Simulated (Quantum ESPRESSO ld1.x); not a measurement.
Q: The aim is neutral cobalt in [Ar] 3d7 4s2. What will ld1.x (Quantum ESPRESSO 7.5) do with this input?

```
 &input
    zed=27.0,
    iswitch=1,
    rel=1,
    dft='PBEE',
    config='[Ar] 3d7 4s2',
    prefix='ld1',
    max_out_wfc=37,
    file_charge='ld1.rho',
 /
```

A: Silently wrong. The misspelt name is not refused: the parser picks the pieces it recognises inside the string (index line 0 0 3 4 0 0 0), so another functional than the one meant is run.

Output (excerpt):

```
     Program LD1 v.7.5 starts

     Message from routine scf:
     warning: convergence not achieved
     --------------------------- All-electron run ----------------------------

     scalar relativistic calculation

     atomic number is 27.00
     dft =PBEE   lsd =0 sic =0 latt =0  beta=0.20 tr2=1.0E-14
     Exchange-correlation= PBEE
                           (   0   0   3   4   0   0   0)
     mesh =1989 r(mesh) = 100.29974 a.u. xmin = -8.00 dx = 0.00800
     1 Ry =  13.60569312 eV, c = 137.03599908

     n l     nl                  e(Ry)          e(Ha)          e(eV)
     1 0     1S 1( 2.00)      -542.6402      -271.3201     -7382.9962
     2 0     2S 1( 2.00)       -62.4259       -31.2129      -849.3470
     2 1     2P 1( 6.00)       -52.6713       -26.3357      -716.6301
     3 0     3S 1( 2.00)        -6.6189        -3.3095       -90.0553
     3 1     3P 1( 6.00)        -3.9857        -1.9928       -54.2277
     3 2     3D 1( 7.00)        -0.0601        -0.0301        -0.8179
     4 0     4S 1( 2.00)        -0.1676        -0.0838        -2.2798

     final scf error:  9.0E-02 reached in 201 iterations

     Etot =   -2682.249432 Ry,   -1341.124716 Ha,  -36493.862654 eV

     Ekin =    2706.695394 Ry,    1353.347697 Ha,   36826.466907 eV
     Encl =   -6500.974942 Ry,   -3250.487471 Ha,  -88450.270061 eV
     Eh   =    1116.691161 Ry,     558.345581 Ha,   15193.357256 eV
     Exc  =      -4.661046 Ry,      -2.330523 Ha,     -63.416756 eV
```

Run on one thread of a shared host, so times are rough (Intel(R) Xeon(R) Processor @ 2.60GHz): 1.7 s of CPU time, 1.9 s wall, 201 iterations on 1989 mesh points, peak memory 30 MiB.
